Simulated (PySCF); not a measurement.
## $^{29}$Si chemical shifts

[PySCF 2.14.0 with density-fitted response routines: geometry from GFN2-xTB; shieldings: GIAO PBE0/pcSseg-1; equivalent nuclei averaged; no solvent; no relativistic terms; single conformer]

Shieldings were converted by a linear fit to measured shifts: $^{29}$Si: δ = 279.94 − 0.822σ (rms 8.9 ppm, 72 shifts, 25.8 ppm with the 6 outliers that the fit left out vs TMS, solution or neat liquid). A few per cent of atoms miss by over 2 rms, more outside the fitted compound classes.

Give the $^{29}$Si shifts of `CN[Si@@H](C[SiH3])[SiH2]N`, `F[C@@H]1CC[SiH2][C@H]1F`, `COCCOC(=O)C(=O)O[SiH3]`, `C[C@@H](F)[C@@H](CF)[SiH2]O[SiH3]`, `F[C@@H]1C[SiH2][C@@H](F)C1`, `CC(C)C[Si@@H](Cl)CC#N`.

## Answers


| compound | environment | δ (ppm) |
| --- | --- | --- |
| [CH3:1][NH:2][Si@@H:3]([CH2:4][SiH3:5])[SiH2:6][NH2:7] | Si3: silicon bonded to C, N, Si, H | -26.8 |
| [CH3:1][NH:2][Si@@H:3]([CH2:4][SiH3:5])[SiH2:6][NH2:7] | Si6: silicon bonded to N, Si, 2 H | -50.8 |
| [CH3:1][NH:2][Si@@H:3]([CH2:4][SiH3:5])[SiH2:6][NH2:7] | Si5: silicon bonded to C, 3 H | -72.6 |
| F[C@@H]1CC[SiH2][C@H]1F | silicon bonded to 2 C, 2 H, in a 5-membered ring | -30.1 |
| COCCOC(=O)C(=O)O[SiH3] | silicon bonded to O, 3 H | -36.4 |
| [CH3:1][C@@H:2]([F:3])[C@@H:4]([CH2:5][F:6])[SiH2:7][O:8][SiH3:9] | Si7: silicon bonded to C, O, 2 H | -31.4 |
| [CH3:1][C@@H:2]([F:3])[C@@H:4]([CH2:5][F:6])[SiH2:7][O:8][SiH3:9] | Si9: silicon bonded to O, 3 H | -40.3 |
| F[C@@H]1C[SiH2][C@@H](F)C1 | silicon bonded to 2 C, 2 H, in a 5-membered ring | -32.9 |
| CC(C)C[Si@@H](Cl)CC#N | silicon bonded to 2 C, Cl, H | -3.0 |
